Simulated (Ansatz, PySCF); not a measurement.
CH₄AlClFN, SMILES C[NH][Al]([Cl])[F]. Atoms are numbered in the order given.

```xyz
9

Al    -0.2392    -0.1204     0.0000
Cl     0.5686    -2.0443     0.0000
F     -1.8872     0.0658     0.0000
N      0.7988     1.2941     0.0000
C      0.4081     2.6870     0.0000
H      1.8059     1.1669     0.0000
H      0.7736     3.2289     0.8908
H      0.7736     3.2289    -0.8908
H     -0.6890     2.7727     0.0000
```

Geometry optimised at PBE0-D3(BJ)/def2-SVP. The structure was generated by enumeration; whether it is a known compound was not checked. One conformer was computed; it need not be the lowest.

Two levels are set side by side: PBE-D3(BJ)/def2-SVP (Ansatz, a quantum-chemistry and plane-wave program) and PBE0-D3(BJ)/def2-SVP (Ansatz). Each level has its own optimised geometry; the coordinates shown are those of the second. Frequencies come from the Hessian of PySCF at each geometry. Differences are taken from unrounded values.

```csv
quantity,PBE0-D3(BJ),PBE-D3(BJ),PBE-D3(BJ) minus PBE0-D3(BJ)
mean bond length (Å),1.409,1.420,0.011
bond Al1–Cl2 (Å),2.087,2.100,0.014
bond Al1–F3 (Å),1.658,1.673,0.015
bond Al1–N4 (Å),1.755,1.769,0.014
bond N4–C5 (Å),1.447,1.456,0.009
bond N4–H6 (Å),1.015,1.024,0.009
bond C5–H7 (Å),1.105,1.114,0.009
bond C5–H8 (Å),1.105,1.114,0.009
bond C5–H9 (Å),1.100,1.109,0.008
highest harmonic wavenumber (cm⁻¹),3626,3506,-120
mean harmonic wavenumber (cm⁻¹),1234,1193,-42
zero-point energy (kcal/mol),37.05,35.80,-1.25
```

GGA bonds tend to be longer and softer than those of functionals with exact exchange. Differences between two approximate levels are no errors against the true value.
